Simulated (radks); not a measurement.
The numbers below are computed, except where a source is named.
The mean radii <r> (bohr) of the occupied orbitals of an atom or ion are listed with their occupations. Code: a radial shooting solver on a logarithmic mesh with Libxc functionals. Model: non-relativistic Kohn-Sham, LDA (Slater exchange, Perdew-Wang correlation), spin-polarised, spherical densities, point nucleus.

orbital  occ.      <r>
1s up       1  0.03242
1s down     1  0.03242
2s down     1   0.1406
2s up       1   0.1406
2p up       3   0.1201
2p down     3   0.1201
3s up       1   0.3820
3s down     1   0.3820
3p up       3   0.3737
3p down     3   0.3737
3d up       5   0.3458
3d down     5   0.3458
4s up       1   0.9424
4s down     1   0.9421
4p up       3    1.015
4p down     3    1.014
4d up       5    1.412
4d down     5    1.395
5s up       1    3.251

Name the element and its charge. Open shells, if any, are filled with parallel spins first.

Answer. Z = 47, silver, charge 0: Ag in [Kr] 4d10 5s1. The 1s radius gives Z: for a bare nucleus <r> = 1.5/Z, 0.03191 bohr for Z = 47, and screening makes it slightly larger (0.03242 here). The occupations add up to 47, and the charge is Z minus that.
